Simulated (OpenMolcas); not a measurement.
# How basis sets differ on CHClFGeN (SMILES N#[C][GeH]([F])[Cl])

CHClFGeN has 6 atoms, charge 0, and is taken as a singlet. As SMILES, `N#[C][GeH]([F])[Cl]`. The shape is that of a PBE0-D4/def2-TZVP optimisation.

Each level gives the HOMO–LUMO gap (eV). The values are calculated.

```json
{"level": "HF/ANO-R0 (sfX2C)", "kind": "Hartree–Fock", "program": "OpenMolcas", "value (eV)": "14.79", "CPU time": "9.7 s"}
{"level": "HF/ANO-RCC-MB (DKH2)", "kind": "Hartree–Fock", "program": "OpenMolcas", "value (eV)": "15.77", "CPU time": "5.6 s"}
{"level": "HF/STO-3G", "kind": "Hartree–Fock", "program": "OpenMolcas", "value (eV)": "18.06", "CPU time": "2 s"}
{"level": "HF/3-21G", "kind": "Hartree–Fock", "program": "OpenMolcas", "value (eV)": "15.66", "CPU time": "2.7 s"}
{"level": "HF/ANO-RCC-VDZP (DKH2, RICD fitting)", "kind": "Hartree–Fock", "program": "OpenMolcas", "value (eV)": "15.52", "CPU time": "14 s"}
{"level": "HF/cc-pVDZ", "kind": "Hartree–Fock", "program": "OpenMolcas", "value (eV)": "15.65", "CPU time": "9.1 s"}
```

All-electron rows without a relativistic Hamiltonian named are non-relativistic. The values span 14.79 to 18.06 eV. A Hartree–Fock LUMO above zero doesn't converge with the basis: it sinks as sets grow more diffuse. Orbital gaps aren't excitation energies. CPU times are rough (shared hosts, several kinds of processor and program).
